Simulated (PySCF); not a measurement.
LuOCl at several levels of theory

Computed with PySCF 2.14.0 (density fitting, no spin-orbit coupling) at the geometry relaxed with PBE0:

```xyz
3
LuOCl (singlet in the valence; each metal's 4f electrons, 14 of them, lie in its core potential, out of spins and levels)
Lu    0.2126    0.0000   -0.3606
O     1.7187    0.0000    0.6141
Cl   -1.9107    0.0000    0.8728
```

```csv
level,basis,state,HOMO (eV),gap (eV),charge on Lu1 (e),population of f-type functions on Lu1 (polarisation alone where 4f lies in the core),dipole about the centre of mass (D),largest force component (eV/Å)
PBE0,"Lu lcecp-1-SVP with ECP60, O def2-SVP, Cl def2-SVP",singlet,-7.00,4.11,0.77,0.06,7.37,0.00
PBE0,"Lu lcecp-1-TZVP with ECP60, O def2-TZVP, Cl def2-TZVP",singlet,-6.98,4.11,1.21,0.05,7.58,0.10
```

In the lcecp rows the 4f levels are missing from HOMO and gap, and the state counts the valence alone.

Charges are Mulliken's, which hang on the basis. The relaxation used the grid (50, 194), these runs (75, 302) or, all-electron (x2c bases, spin-free X2C Hamiltonian), (99, 590).

Problem. A further run in the first row's basis gives HOMO (eV) -6.73, gap (eV) 3.51, charge on Lu1 (e) 0.72, population of f-type functions on Lu1 (polarisation alone where 4f lies in the core) 0.06, dipole about the centre of mass (D) 7.20, largest force component (eV/Å) 0.46. Which level was it?
A. TPSSh
B. B3LYP

Solution. B. The others give HOMO -6.16 eV (TPSSh).

An lcecp potential fixes the number of 4f electrons, so in runs with it no electron can move into or out of that shell.
